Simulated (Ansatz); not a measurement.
## Ligand exchange: C2H3ClGe + C2H5FSn → C2H3FGe + C2H5ClSn

Species: C2H3ClGe `C#[C][GeH2][Cl]`, singlet; C2H5FSn `C[CH2][Sn][F]`, singlet; C2H3FGe `C#[C][GeH2][F]`, singlet; C2H5ClSn `C[CH2][Sn][Cl]`, singlet. The partners trade Cl for F: Ge–Cl and Sn–F bonds give way to Ge–F and Sn–Cl.

Shapes, held fixed at every level: PBE0-D4/def2-TZVP. Flexible molecules stand in one conformer, not always the lowest. Programs: Ansatz 0.2.0. The zero-point and thermal change to 298 K, harmonic and unscaled (PBE0-D4/def2-TZVP), is +1.1 kJ/mol.

```tsv
level	kind	ΔH(298 K) (kJ/mol)	less CCSD(T)/def2-TZVPP	CPU time (sum over the molecules)
HF/def2-SVP	Hartree–Fock	-34.1	-11.9	–
PBE-D4/def2-TZVPP	GGA	-16.0	+6.2	24 s
B3LYP-D4/def2-TZVPP	global hybrid	-20.7	+1.5	41 s
BHLYP-D4/def2-TZVPP	global hybrid	-24.9	-2.7	29 s
PBE0-D4/def2-TZVPP	global hybrid	-19.8	+2.4	28 s
B2PLYP/def2-TZVPP	double hybrid	-20.4	+1.8	53 s
CCSD/def2-SVP	coupled cluster or CI	-26.5	-4.3	–
CCSD(T)/def2-TZVPP	coupled cluster or CI	-22.2	0.0	19 min
```

The highest level, CCSD(T)/def2-TZVPP, gives ΔH(298 K) = -22.2 kJ/mol; the levels span -34.1 to -16.0. The column of differences is taken from that level and isn't an error. No measured value is set beside it here. For atoms past krypton def2 sets carry core potentials with scalar relativity. Relativity is left out for Ge. Outer-core shells of Ge, Sn are correlated, in sets that cover them unevenly. Times are processor times on shared x86 and Arm servers, and rough.
